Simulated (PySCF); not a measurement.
# TDDFT excited states: As4H12Ni

Compound: Ni(AsH3)4 (singlet state).
Z-matrix (Å and degrees, PBE0-D3(BJ)/def2-SVP geometry), rows numbered from 1:
```
Ni
As  1  2.2270
H   2  1.5273  1  122.52
H   2  1.5272  1  122.89  3  -119.61
H   2  1.5273  1  123.27  3   120.02
As  1  2.2257  2  109.87  3   177.81
H   6  1.5270  1  123.38  2    56.43
H   6  1.5271  1  122.43  2   -63.61
H   6  1.5273  1  122.76  2   176.91
As  1  2.2247  2  109.55  3    57.33
H  10  1.5274  1  122.30  2   -59.30
H  10  1.5270  1  122.96  2  -178.84
H  10  1.5273  1  123.30  2    60.49
As  1  2.2256  2  109.54  3   -61.43
H  14  1.5273  1  123.39  2   -63.42
H  14  1.5271  1  122.78  2   176.01
H  14  1.5277  1  122.43  2    56.57
```

Theory: PySCF 2.14.0, density-fitted response routines, TDDFT B3LYP/def2-SVPD, vertical, gas phase, core orbitals frozen in the response. The B3LYP/def2-SVPD calculation is non-relativistic and has no spin–orbit coupling, an omission that weighs most on arsenic.

Predict the UV-vis stick spectrum at this level.

| state | λ (nm) | E (eV) | f | \|μ\| (D) | main configurations (H = HOMO, L = LUMO) |
| --- | --- | --- | --- | --- | --- |
| S1 | 319.9 | 3.88 | 0.0001 | 0.07 | H→L+1/L+2 (≥52%), H-2/H-1→L+1/L+2 (≥21%) |
| S2 | 319.5 | 3.88 | 0.0001 | 0.08 | H→L+3 (26%), H-2/H-1→L+1/L+2 (≥16%), H-2/H-1→L+3 (≥16%) |
| S3 | 319.1 | 3.88 | 0.0000 | 0.02 | H-2/H-1→L+1/L+2 (≥45%), H-2/H-1→L+3 (≥18%) |
| S4 | 311.4 | 3.98 | 0.0000 | 0.05 | H→L+1/L+2 (≥27%), H-2/H-1→L+3 (≥23%), H-2/H-1→L+1/L+2 (≥17%) |
| S5 | 311.2 | 3.98 | 0.0003 | 0.13 | H-2/H-1→L+1/L+2 (≥39%), H-2/H-1→L+3 (≥29%) |
| S6 | 304.1 | 4.08 | 0.0084 | 0.74 | H→L (52%), H→L+1/L+2 (≥12%) |
| S7 | 303.3 | 4.09 | 0.023 | 1.21 | H-2/H-1→L (≥27%), H→L+3 (18%), H→L+1/L+2 (≥10%) |
| S8 | 302.9 | 4.09 | 0.0063 | 0.64 | H→L+4 (58%), H-2/H-1→L+5 (≥13%) |
| S9 | 302.7 | 4.10 | 0.018 | 1.08 | H-2/H-1→L+1/L+2 (≥20%), H-2/H-1→L (≥17%), H→L+4 (15%) |
| S10 | 301.9 | 4.11 | 0.0002 | 0.11 | H-2/H-1→L+4 (≥56%), H→L+5 (26%) |
| S11 | 301.5 | 4.11 | 0.0089 | 0.75 | H-2/H-1→L+5 (≥79%) |
| S12 | 301.0 | 4.12 | 0.078 | 2.24 | H→L (32%), H→L+1/L+2 (≥15%), H-2/H-1→L+5 (≥8%) |
| S13 | 300.5 | 4.13 | 0.066 | 2.05 | H-2/H-1→L (≥71%) |
| S14 | 300.2 | 4.13 | 0.071 | 2.13 | H-2/H-1→L (≥62%), H-2/H-1→L+1/L+2 (≥11%) |

Triplets, Tamm–Dancoff:

```
state  E (eV)  λ (nm)    main configurations (H = HOMO, L = LUMO)
   T1    3.51   353.4    H-2/H-1→L+1/L+2 (≥38%), H→L+1/L+2 (≥14%)
   T2    3.67   337.5    H→L+1/L+2 (≥54%), H-2/H-1→L+1/L+2 (≥16%)
   T3    3.68   337.4         H→L+3 (42%), H-2/H-1→L+1/L+2 (≥33%)
   T4    3.68   336.5  H-2/H-1→L+1/L+2 (≥54%), H-2/H-1→L+3 (≥24%)
```

The lowest singlet level (S1/S2/S3) comes at 320 nm (374 kJ/mol) in the ultraviolet; it is dark (f under 0.0005). The most intense listed level is S12/S13/S14 at 4.12 eV (301 nm, f = 0.215 summed), 0.24 eV above S1. It is the last of those listed, so stronger ones may follow. S1/S2/S3, S4/S5, S7/S8/S9 and S10/S11/S12/S13/S14 lie within about 0.01 eV of each other in each set. Löwdin shares by element: HOMO (one of a set within 0.03 eV) nickel 67%, arsenic 16% or more (atoms not listed hold the other 16%); LUMO arsenic 33% or more, nickel 11% (atoms not listed hold the other 56%). The oscillator strengths of these states sum to 0.280; summed over the whole spectrum of an exact calculation they would give the number of electrons, 172 (Thomas–Reiche–Kuhn). Of the 14 states listed, 5 reach f = 0.01 and 6 stay under 0.0005. Weighted by f, the mean energy of these states is 4.12 eV. Orbitals of the list HOMO-3 to LUMO+2 that lie within 0.01 eV of each other are written together with a slash and their weights summed (≥ marks a lower bound); for degenerate orbitals outside that list single weights are arbitrary. The window holds the lowest 15 singlets. The highest level found (4.17 eV, f 0.0027 so far) is left out, since the window may have cut off a degenerate partner.

Hardware: an Arm Neoverse V1 with one thread, no GPU, shared host with 32 logical CPUs at a one-minute load of 16. Cost: 3.3 min of wall time (with the writing of density and orbital grids), 1.5 GiB resident at most.
